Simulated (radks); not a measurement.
Values are calculated unless marked as measured or tabulated.
Task: Ionisation of B, [He] 2s2 2p1, to B+, [He] 2s2, under several functionals. Scalar-relativistic Kohn-Sham, spin-polarised, spherical densities, finite nucleus; open shells are filled with parallel spins first; a radial shooting solver on a logarithmic mesh with Libxc functionals. Known Delta-SCF values: B86b exchange with PBE correlation 8.515 eV. What does XLYP give, and what is its highest occupied eigenvalue?

Result: 8.449 eV by Delta-SCF; the 2p eigenvalue is -3.913 eV. NIST: 8.298 eV (measured).
